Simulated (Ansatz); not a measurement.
System: sum formula YOCl (charge 0, singlet). 
Geometry from a B3LYP-D3(BJ)/def2-TZVP (Ansatz, a program for electronic structure) optimisation:
SMILES: [O]=[Y][Cl]
```xyz
3

Y      0.4451     0.3154    -0.2408
O     -0.5412     1.5481    -1.1308
Cl    -0.7665    -1.4521     1.0847
```

Property: vertical triplet-singlet gap (E(triplet) - E(singlet); each state is the SCF solution reached for its spin), in kcal/mol. Correlated levels leave the core frozen unless marked. Open shells are spin-unrestricted. Spin-orbit coupling is left out. Frozen are the shells of the preceding noble gas and the d and f shells that filled before the atom's block. In def2 rows, elements after Kr have scalar-relativistic effective core potentials. CBS(X,Y): correlation extrapolated as X^-3; Hartree-Fock from the larger set. [CCSD(T)-MP2]/basis is that difference in the basis named.

```csv
level,program,vertical triplet-singlet gap (kcal/mol)
PBE/def2-TZVPD,Ansatz,66.4
r2SCAN/def2-TZVPD,Ansatz,(withheld)
PBE0/def2-TZVPD,Ansatz,64.3
BHLYP/def2-TZVPD,Ansatz,(withheld)
wB97M-V/def2-TZVPD,Ansatz,67.4
wB97X-V/def2-TZVPD,Ansatz,67.4
B2PLYP/def2-TZVPD,Ansatz,(withheld)
SCS-MP2/def2-SVPD,Ansatz,80.4
SCS-MP2/def2-TZVPPD,Ansatz,80.1
CCSD/def2-SVPD,Ansatz,67.1
CCSD/def2-TZVPPD,Ansatz,(withheld)
"RI-MP2/CBS(def2-TZVPPD,def2-QZVPPD)+[CCSD(T)-MP2]/def2-TZVPPD",Ansatz,72.9
```

Problem. Complete the blanks.

Solution. 
- r2SCAN/def2-TZVPD, vertical triplet-singlet gap (kcal/mol): 64.4
- BHLYP/def2-TZVPD, vertical triplet-singlet gap (kcal/mol): 55.4
- B2PLYP/def2-TZVPD, vertical triplet-singlet gap (kcal/mol): 72.5
- CCSD/def2-TZVPPD, vertical triplet-singlet gap (kcal/mol): 65.8
